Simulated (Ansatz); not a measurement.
C2H4GaNS, relaxed with RKS PBE0-D4/def2-TZVP in Ansatz 0.2.0 from a PBE-D4/def2-SVP geometry. The force threshold is 0.005 eV/Å; the program also tests the step.

The species carries charge 0 and has multiplicity 1. The bonds changed during the relaxation, so this is another structure than the one it started from.

Start:

```xyz
9

S    -1.236    0.840   -2.360
Ga   -1.512   -1.251   -1.315
C     0.693   -0.718    1.100
C     0.936    0.582    0.475
N     1.630    0.449    1.521
H    -2.232    1.326   -1.560
H    -0.188   -0.888    1.747
H     1.191   -1.634    0.731
H     0.717    1.293   -0.341
```

```json
{"step": "1", "energy (eV)": "-66827.8419", "largest force (eV/Å)": "1.367", "largest move (Å)": "0.000"}
{"step": "2", "energy (eV)": "-66827.8877", "largest force (eV/Å)": "0.372", "largest move (Å)": "0.083"}
{"step": "3", "energy (eV)": "-66827.8897", "largest force (eV/Å)": "0.143", "largest move (Å)": "0.115"}
{"step": "4", "energy (eV)": "-66827.8945", "largest force (eV/Å)": "0.084", "largest move (Å)": "0.084"}
{"step": "5", "energy (eV)": "-66827.8948", "largest force (eV/Å)": "0.055", "largest move (Å)": "0.010"}
{"step": "6", "energy (eV)": "-66827.8951", "largest force (eV/Å)": "0.017", "largest move (Å)": "0.016"}
{"step": "7", "energy (eV)": "-66827.8953", "largest force (eV/Å)": "0.025", "largest move (Å)": "0.027"}
{"step": "8", "energy (eV)": "-66827.8954", "largest force (eV/Å)": "0.070", "largest move (Å)": "0.063"}
{"step": "9", "energy (eV)": "-66827.8957", "largest force (eV/Å)": "0.058", "largest move (Å)": "0.025"}
{"step": "10", "energy (eV)": "-66827.8960", "largest force (eV/Å)": "0.163", "largest move (Å)": "0.114"}
{"step": "11", "energy (eV)": "-66827.8965", "largest force (eV/Å)": "0.153", "largest move (Å)": "0.033"}
{"step": "13", "energy (eV)": "-66827.8985", "largest force (eV/Å)": "0.225", "largest move (Å)": "0.118"}
{"step": "15", "energy (eV)": "-66827.9020", "largest force (eV/Å)": "0.239", "largest move (Å)": "0.087"}
{"step": "17", "energy (eV)": "-66827.9078", "largest force (eV/Å)": "0.306", "largest move (Å)": "0.119"}
{"step": "19", "energy (eV)": "-66827.9152", "largest force (eV/Å)": "0.194", "largest move (Å)": "0.113"}
{"step": "21", "energy (eV)": "-66827.9184", "largest force (eV/Å)": "0.101", "largest move (Å)": "0.073"}
{"step": "23 (rejected)", "energy (eV)": "-66827.9172", "largest force (eV/Å)": "0.280", "largest move (Å)": "0.036"}
{"step": "25", "energy (eV)": "-66827.9229", "largest force (eV/Å)": "0.159", "largest move (Å)": "0.073"}
{"step": "27", "energy (eV)": "-66827.9244", "largest force (eV/Å)": "0.010", "largest move (Å)": "0.027"}
{"step": "29", "energy (eV)": "-66827.9244", "largest force (eV/Å)": "0.006", "largest move (Å)": "0.004"}
{"step": "30", "energy (eV)": "-66827.9244", "largest force (eV/Å)": "0.003", "largest move (Å)": "0.003"}
```

End:

```xyz
9

S    -1.244    1.009   -1.819
Ga   -1.740   -1.014   -0.804
C     0.721   -0.741    1.011
C     0.990    0.630    0.609
N     1.840    0.222    1.417
H    -2.320    0.920   -2.620
H    -0.010   -0.966    1.782
H     1.025   -1.577    0.386
H     0.739    1.515    0.037
```

It took 2.1 min on 4 threads of a server CPU on a shared host, with 0.61 GiB of host memory at the peak.
